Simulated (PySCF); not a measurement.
## Energy of Cr⁺ (chromium, charge +1) between two integer charges

The 3d alpha orbital of [Ar] 3d5 is emptied in steps (occupation f), with all orbitals relaxed, ending at [Ar] 3d4. Calculation: PySCF 2.14, in aug-cc-pVDZ; the non-relativistic Hamiltonian (point nucleus). The exact energy is a straight line in f; departures are measured from the line between the end points of the same method.

```json
{"f": "1", "LDA (eV)": "0.000", "PBE (eV)": "0.000"}
{"f": "0.8", "LDA (eV)": "-1.072", "PBE (eV)": "-1.043"}
{"f": "0.6", "LDA (eV)": "-1.638", "PBE (eV)": "-1.593"}
{"f": "0.4", "LDA (eV)": "-1.667", "PBE (eV)": "-1.619"}
{"f": "0.2", "LDA (eV)": "-1.129", "PBE (eV)": "-1.096"}
{"f": "0", "LDA (eV)": "0.000", "PBE (eV)": "0.000"}
```

```csv
method,E(f=0) − E(f=1) (eV),−ε at f=1 (eV),−ε at f=0.4 (eV)
LDA,17.535,10.971,18.785
PBE,17.220,10.824,18.442
```

Orbital energy along the path (eV):

| f | LDA | PBE |
| --- | --- | --- |
| 1 | -10.971 | -10.824 |
| 0.8 | -13.411 | -13.212 |
| 0.6 | -16.022 | -15.757 |
| 0.4 | -18.785 | -18.442 |
| 0.2 | -21.682 | -21.249 |
| 0 | -24.701 | -24.164 |

Reference removal energy between the ground levels: 16.486 eV (measured; NIST Atomic Spectra Database, ionization energies). The calculation has no spin-orbit coupling. The determinant left behind need not be the lowest term of the ion.
